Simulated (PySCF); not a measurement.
# H₂IrO: one-bond stretch

Method: UPBE0/[Ir def2-TZVP with ECP60, O def2-TZVP, H def2-TZVP], scalar-relativistic core potentials, density fitting, no spin–orbit coupling, PySCF.

Rigid scan from the doublet minimum (Ir–H 1.572 Å (×2), Ir–O 1.687 Å; H–Ir–H 105.3°, H–Ir–O 114.3° (×2)). Coordinate: the bond from Ir to the last atom (H) scaled, the rest fixed. Energies in kJ/mol from the minimum.

Task: Predict the curve at 0.92, 0.96, 1.00, 1.05, 1.12, 1.20, 1.35, 1.55, 1.80, 2.20.

Result: 
```csv
scale of one bond,E (kJ/mol),dipole size (D),⟨S²⟩
0.92,18.2,2.30,0.76
0.96,4.1,2.26,0.76
1.00,0.0,2.23,0.76
1.05,5.2,2.18,0.76
1.12,25.4,2.12,0.76
1.20,59.4,2.06,0.76
1.35,134.6,1.97,0.78
1.55,233.6,–,0.81
1.80,329.5,–,0.76
2.20,428.4,–,0.82
```

Other spin states or occupations of the open shell can lie lower. With an element this heavy the missing spin–orbit coupling can shift these numbers.

Other isomers or separated fragments may lie lower.
